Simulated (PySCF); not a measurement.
# Basis and Hamiltonian dependence of the excitation energy of Br⁺

Br⁺ [Ar] 3d10 4s2 4p4 (3P) → Br⁺ [Ar] 3d10 4s2 4p3 4d1 (5D). All values are computed (PySCF 2.14, energy differences of UHF-based or UKS calculations, no spin-orbit coupling). Values in eV.

| basis | Hamiltonian | functions | UHF | PBE | PBE0 | MP2 (valence) | CCSD(T) (valence) |
| --- | --- | --- | --- | --- | --- | --- | --- |
| aug-cc-pVDZ-PP with ECP10MDF | ECP | 32 | 12.537 | 12.842 | 12.936 | 13.076 | 13.109 |
| aug-cc-pwCVDZ-PP with ECP10MDF | ECP | 48 | 12.346 | 12.611 | 12.713 | 12.925 | 12.960 |
| aug-cc-pVTZ-PP with ECP10MDF | ECP | 55 | 11.976 | 12.273 | 12.390 | 12.455 | 12.562 |
| def2-TZVPPD | non-relativistic | 57 | 11.816 | 12.201 | 12.298 | 12.355 | 12.477 |
| def2-QZVPPD | non-relativistic | 98 | 11.800 | 12.196 | 12.291 | 12.348 | 12.470 |
| x2c-QZVPPall with one added diffuse shell each of s, p, d, f type | spin-free X2C | 113 | 11.899 | 12.294 | 12.393 | 12.433 | n/a |
| aug-cc-pV5Z-PP with ECP10MDF | ECP | 136 | 11.873 | 12.154 | 12.280 | 12.441 | n/a |

Estimate the row for aug-cc-pVQZ-PP with one added diffuse shell each of s, p, d, f, g type with ECP10MDF (ECP, 114 functions).

From the rows with the same Hamiltonian and similar size; the calculation gives UHF 11.87; PBE 12.14; PBE0 12.27; MP2 (valence) 12.40 (eV).

Frozen in the all-electron rows: valence: [Ar] 3d10; with a core potential, the same shells as far as they lie outside it.

At UHF, aug-cc-pVDZ-PP with ECP10MDF, aug-cc-pwCVDZ-PP with ECP10MDF lie more than 0.3 eV from the median of the rows with comparable relativity.

Non-relativistic rows lack the scalar-relativistic shift.

Reference for a calculation without spin-orbit coupling: 12.722 eV (measured, between term centres; NIST).
